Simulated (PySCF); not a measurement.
# CH8FO2PSi2

CH8FO2PSi2 is a molecule drawn to mimic a surface site (built as: Si site whose three back bonds go to F, OCH3, PHSiH3; end group OH), neutral, singlet. The structure, one conformer, was relaxed in the gas phase by PBE0-D3(BJ)/def2-SVP. No frequency run checks that it is a minimum.

SMILES: CO[Si](O)(F)P[SiH3]

```xyz
15

Si   -0.060    0.028    0.855
F    -0.277    1.093    2.060
O     1.533   -0.376    0.816
C     2.595    0.524    0.622
P    -0.745    1.006   -1.030
Si   -2.083   -0.690   -1.723
O    -0.887   -1.361    1.156
H     2.440    1.151   -0.274
H     3.521   -0.052    0.483
H     2.724    1.187    1.494
H    -1.774    1.759   -0.391
H    -1.206   -1.860   -2.014
H    -2.723   -0.241   -2.997
H    -3.147   -1.058   -0.748
H    -0.416   -2.036    1.658
```
Atom numbers follow the order of the file, from 1.

Shieldings: GIAO PBE0/pcSseg-1. Shifts are against computed references at the same level: C TMS (σ 184.4 ppm), H TMS (σ 31.27 ppm), Si TMS (σ 352.0 ppm). Core levels by delta-SCF with SCAN, pcX-2 on the ionised atom and pcseg-1 elsewhere, spin-free X2C (2p3/2 is the spin-free 2p value less a third of a first-order spin-orbit splitting); from the vacuum level, for chosen atoms.

Task: Give the shieldings and core levels atom by atom.

Result: 
```
      atoms        bonded to  σ (ppm)  δ (ppm)  core level (eV)
        Si1  1 F + 2 O + 1 P    378.0    -26.0     2p3/2 108.38
         F2             1 Si    285.3        -        1s 692.18
         O3       1 C + 1 Si    283.5        -        1s 538.44
         C4        1 O + 3 H    132.9     51.5                -
         P5       2 Si + 1 H    644.1        -     2p3/2 136.06
        Si6        1 P + 3 H    426.2    -74.2                -
         O7       1 Si + 1 H    267.0        -        1s 538.98
  H8 H9 H10              1 C    27.59     3.68                -
        H11              1 P    30.25     1.02                -
H12 H13 H14             1 Si    27.16     4.11                -
        H15              1 O    28.89     2.38                -
```

Values are those of this one static structure, with the three H of a rotating XH3 group averaged; atoms that internal rotation interchanges would show their mean in an NMR spectrum.

Task: Which of O3, O7 holds its core electrons tightest, and by how much against the loosest?

Result: O7 (bonded to 1 Si + 1 H), by 0.54 eV over O3 (bonded to 1 C + 1 Si).

Task: By CAM-B3LYP/def2-SVPD (TDDFT singlets, Tamm-Dancoff triplets, ionisation by delta-SCF), where does absorption start, and what does vertical ionisation take?

Result: The lowest singlet lies at 6.21 eV (f 0.021), the strongest of the first 6 at 6.68 eV (f 0.070), the lowest triplet at 5.49 eV; vertical ionisation takes 9.64 eV.

The 3 runs behind this took 4.4 min in all, one thread each of Arm Neoverse V1 on a shared host, launched as `OMP_NUM_THREADS=1 python cluster_run.py task.json out`.
